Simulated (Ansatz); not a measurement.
Reactions of C7H15Br, SMILES `CCCCCCCBr`.

Isolated molecules relaxed with PBE0-D4/def2-TZVP in Ansatz; ΔE leaves out vibrations. CBS: MP2 limit from def2 TZ/QZ plus the TZ coupled-cluster correction, frozen cores. This one scheme is used for every species, atoms too. DFT in def2-TZVPP. No spin–orbit coupling; open shells (•) take unrestricted orbitals. Spin–orbit coupling would lower the free atoms: a little for C; clearly for Br. For Br, Ge outer-core shells are correlated without core-valence functions, so the limit isn't a true one: a few kJ/mol of doubt a bond, and 10 to 20 or more in all where bonds break to atoms. Scalar relativity is left out up to krypton. Each species was taken in one conformer, which may not be the lowest.

| reaction | B2PLYP (kJ/mol) | PBE-D4 (kJ/mol) | CCSD(T)/CBS(def2) (kJ/mol) |
| --- | --- | --- | --- |
| `CCCCCCCBr` + `[CH3][GeH3]` → `[GeH3][CH2]CBr` + `CCCCCC` | 11 | 9 | 12 |
| `CCCCCCCBr` + CH₄ → `CCCCBr` + `CCCC` | 2 | 6 | 8 |
| `CCCCCCCBr` + H₂O → `CCCCCCCO` + HBr | 38 | 39 | 46 |
| `CCCCCCCBr` + H₂ → `CCCCCCC` + HBr | -72 | -63 | -64 |
| `CCCCCCCBr` + H₂O → `CCCCCO` + `CCBr` | 36 | 40 | 53 |
| `CCCCCCCBr` + H₂ → `CCCCBr` + `CCC` | -73 | -62 | -59 |
| `CCCCCCCBr` + H₂ → `CCCBr` + `CCCC` | -73 | -62 | -59 |
| `CCCCCCCBr` → Br• + 7 C• + 15 H• | 8914 | 9171 | 9013 |
| `CCCCCCCBr` + `COC(=O)O` → `CCCOC(=O)OC` + `CCCCBr` | 22 | 28 | 31 |
| `CCCCCCCBr` + `CC(C)(C)C` → `CCCCCC(C)(C)C` + `CCCBr` | 9 | 6 | 6 |

Largest T1 diagnostic: 0.014, for `COC(=O)O`.
